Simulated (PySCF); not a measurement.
**C₆ coefficients of unlike pairs at PBEsol**

Calculated with PySCF 2.14 from the dipole response of each species, C₆(A,B) = (3/π) ∫ α_A(iu) α_B(iu) du, in atomic units, from isotropic polarisabilities. For ions this is the dispersion term alone; charge-induced terms of lower order in 1/R come first.

```
species       configuration                                                                                              basis      relativity  α (bohr³)  C₆ (like pair)
   Zn²⁺      [Ar] 3d10 (1S)                                                                            dyall-av2z (16s12p7d2f)            none      2.751           7.162
   Pt²⁺  [Xe] 4f14 5d8 (3F)  aug-cc-pVTZ-PP with one added diffuse shell each of s, p, d, f, g type with ECP60MDF (7s7p6d4f3g)  core potential      9.862           64.55
    Ca⁺       [Ar] 4s1 (2S)                                                                   aug-cc-pwCVQZ-X2C (11s10p8d6f3g)   spin-free X2C      78.79           571.6
    Ba⁺       [Xe] 6s1 (2S)                                                                     aug-cc-pwCVTZ-X2C (11s10p8d4f)   spin-free X2C      131.0            1427
```

(1) Estimate C₆ for Ca⁺ with Pt²⁺.

No spin-orbit coupling is included.

The other pairs:

```
      pair     C₆
  Ba⁺, Ca⁺  901.5
 Ba⁺, Pt²⁺  220.1
 Ca⁺, Zn²⁺  40.59
 Ba⁺, Zn²⁺  65.74
Pt²⁺, Zn²⁺  21.10
```

Answers

(1) The integral gives 136.8. The combination rule 2 C_A C_B / (C_A α_B/α_A + C_B α_A/α_B) gives 125.7 and the geometric mean 192.1.
